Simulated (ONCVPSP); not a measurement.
## Varying the ONCV potential for cadmium

Base potential:

- Element: cadmium (Cd)
- Generator: ONCVPSP 4.0.1
- Type: optimised norm-conserving Vanderbilt (ONCV)
- Functional: PBEsol
- Relativity: fully relativistic
- Frozen core: [Ar] 3d10
- Valence charge: 20
- Reference configuration: 4s2 4p6 4d10 5s2
- Partial waves: 4s+5s: rc 1.65 bohr, ncon 3, nbas 6, qcut 6.6 1/bohr, 2 projectors; 4p: rc 1.60 bohr, ncon 5, nbas 8, qcut 7.6 1/bohr, 2 projectors, debl 0.5 Ha; 4d: rc 1.55 bohr, ncon 4, nbas 9, qcut 8.1 1/bohr, 1 projector
- Local potential: polynomial inside 1.30 bohr (lpopt 4, dvloc0 2 Ha)
- Core correction: Teter function, fcfact 4.75, rcfact 1.35

Open shells are filled in proportion to 2j + 1.

In the p channel the program set the typed energies aside and used -2.390, 0.250 Ha (j = l + 1/2; the other j can differ).

Cutoffs, loose and tight: the cutoffs (Ha) at which the residual kinetic energy of the hardest occupied pseudo-wave falls to 1 and 0.1 mHa per electron. They do not see the model core or the augmentation charge, which bear on the density cutoff. Test errors are all-electron minus pseudo excitation energies from the reference, over the configurations 4s2 4p6 4d10 5s1; 4s2 4p6 4d10 5s0; 4s2 4p6 4d9 5s0; 4s1 4p6 4d10 5s2. A dash means not determined; rows that change the core or the reference have their own tests.

```tsv
change	outcome	cutoff, loose	cutoff, tight	bound ghosts	GHOST(+) flags above zero	largest test error (meV)
base	generated, projector energies reset by the program	29 Ha	34 Ha	none	none	-631
core correction Teter function, fcfact 1.4, rcfact 1.35	generated, projector energies reset by the program	29 Ha	34 Ha	none	none	-604
core correction Teter function, fcfact 2.6, rcfact 1.35	generated, projector energies reset by the program	29 Ha	34 Ha	none	none	-618
core correction Teter function, fcfact 3.6, rcfact 1.35	generated, projector energies reset by the program	29 Ha	34 Ha	none	none	-626
core correction Teter function, fcfact 5.4, rcfact 1.35	generated, projector energies reset by the program	29 Ha	34 Ha	none	none	-634
core correction Teter function, fcfact 6.5, rcfact 1.35	generated, projector energies reset by the program	29 Ha	34 Ha	none	none	-639
core correction Teter function, fcfact 7.5, rcfact 1.35	generated, projector energies reset by the program	29 Ha	34 Ha	none	none	-642
```

Reading the sweep of the fcfact (base included, trends over the rows without a ghost): The loose cutoff stays near 29 Ha. The median size of the test errors (rows with all tests solved) stays near 8.5 meV.
